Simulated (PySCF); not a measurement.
trans-butane (C$_{4}$H$_{10}$), singlet, at a GFN2-xTB geometry. Base run: DF-M06L/def2-SVP (PySCF).

The PySCF input:
```python
from pyscf import gto, scf, dft

mol = gto.M(
    atom='''
C     0.699727    1.812145   -0.011762
C     0.706754    0.288539    0.002899
C    -0.706754   -0.288539   -0.002899
C    -0.699727   -1.812145    0.011762
H     1.715451    2.200964   -0.007348
H    -1.715451   -2.200964    0.007348
H     0.180119    2.199633    0.862117
H     0.194253    2.182731   -0.901124
H    -0.194253   -2.182731    0.901124
H    -0.180119   -2.199633   -0.862117
H     1.249124   -0.080315   -0.870905
H     1.234992   -0.063414    0.892195
H    -1.234992    0.063414   -0.892195
H    -1.249124    0.080315    0.870905
''',
    basis='def2-svp',
    charge=0,
    spin=0,
    verbose=4,
)

mf = dft.RKS(mol)
mf.xc = 'm06l'
mf = mf.density_fit(auxbasis='def2-universal-jkfit')
mf.kernel()
```

All variants below ran on the same shared machine, one core each. Differences are taken from the largest grid of the series, which the next largest meets within 10 µEh (grids.level = 7: -158.311727 Eh). The cheapest run took around 4 core-seconds (rough).

| setting | grid points | cost, times the cheapest (rough) | difference in total energy (µEh) |
|---|---|---|---|
| grids.level = 0 | 10544 | 1 | 14115 |
| grids.atom_grid = (50, 194) | 92792 | 2 | -40 |
| grids.prune = dft.gen_grid.sg1_prune | 68440 | 2 | -151 |
| base | 154552 | 4 | 90 |
| grids.atom_grid = (75, 302) | 204856 | 5 | 90 |
| grids.level = 5 | 407312 | 7 | -3 |
| grids.level = 7 | 847680 | 20 | reference |

Times come from a shared machine, hold the start-up and are rough.
